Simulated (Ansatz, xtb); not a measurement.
# Relaxing a trial structure of B2FH2N

The starting geometry of this gas-phase singlet was built from a drawn formula by distance geometry and a force field; its bonds are those of `F[B-]1=B[NH2+]1`.

```xyz
6

B    -3.4758   -0.3732    0.0253
B    -2.4378   -1.3286   -0.3155
F    -4.7990   -0.0963    0.6143
N    -2.2560    0.1571   -0.6891
H    -1.7848    0.8540   -0.0050
H    -2.5511    0.6510   -1.5078
```

Predict what it relaxes into with r2SCAN-D4/def2-SVP.

A bond breaks, leaving `N/B=B/F`. Distances that change by over a tenth: B1–F3 (1.47 → 1.30 Å), B2–N4 (1.54 → 1.37 Å). Contacts that open: B1–N4 (1.51 → 2.82 Å).

The energy falls by 3.79 eV over 19 steps:

| step | E − E(last) (eV) |
| --- | --- |
| 1 | 3.791 |
| 3 | 2.189 |
| 5 | 2.014 |
| 7 | 1.755 |
| 9 | 1.064 |
| 11 | 0.623 |
| 13 | 0.160 |
| 15 | 0.015 |
| 17 | 0.000 |
| 19 | 0.000 |

Final geometry (Å):

```xyz
6

B    -4.1203   -0.4866    0.6455
B    -3.0796   -0.2742   -0.5068
F    -5.1753   -1.0341    1.1710
N    -1.9519    0.3769   -0.9399
H    -1.4356    1.0606   -0.3905
H    -1.5418    0.2215   -1.8571
```

From the same start GFN2-xTB reaches the same bonding as this run.

No frequencies were run, so the end isn't proven a minimum. Run with Ansatz 0.2.0, 32 s on 1 thread of Arm Neoverse V2, on a shared host.
